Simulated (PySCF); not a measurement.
2-chloropent-1-en-4-yne (C5H5Cl), SMILES C#CCC(=C)Cl. Geometry: B3LYP-D3(BJ)/def2-SVP. Other conformers were not sampled.

### Question
Give the equilibrium geometry at B3LYP-D3(BJ)/def2-SVP (PySCF confirms it by a frequency run) as Cartesian coordinates in Å. (Estimate from the structure and the level; the computed values follow.)

### Answer
Several could match; the one computed here: 
```xyz
11

C      2.5879    -0.1114     1.0563
C      1.6568    -0.5469     0.4179
C      0.5275    -1.0729    -0.3508
C     -0.7726    -0.3411    -0.1062
C     -1.8745    -0.8850     0.4110
Cl    -0.7438     1.3450    -0.5831
H      3.4128     0.2780     1.6221
H      0.7678    -1.0199    -1.4280
H      0.3767    -2.1381    -0.1096
H     -2.7881    -0.3052     0.5499
H     -1.8743    -1.9362     0.7086
```
